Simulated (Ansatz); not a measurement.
GaCl3. The state is a singlet with charge 0. Geometry PBE0-D4/def2-SVP, basis def2-TZVP, Ansatz.

```csv
run,HOMO (eV),LUMO (eV)
A,-8.01,-2.98
B,-12.32,0.25
C,-9.46,-2.04
D,-9.16,-2.36
E,-11.91,0.10
F,-8.17,-3.30
```

LC-ωPBE has ω = 0.4 bohr⁻¹. B3LYP takes the VWN-RPA correlation.

**Question.** The runs used B3LYP, LC-ωPBE, LDA (SPW92), PBE, PBE0, ωB97X-V. Estimate which is which.

**Answer.** A PBE (0 % exact exchange); B LC-ωPBE (range-separated); C PBE0 (25 % exact exchange); D B3LYP (20 % exact exchange); E ωB97X-V (range-separated); F LDA (SPW92) (0 % exact exchange). Exact exchange lowers occupied and raises empty levels; among semilocal functionals meta-GGAs tend to open the gap a little, and such runs are hard to tell apart. The gap grows from 4.87 eV (LDA (SPW92)) to 12.57 eV (LC-ωPBE).
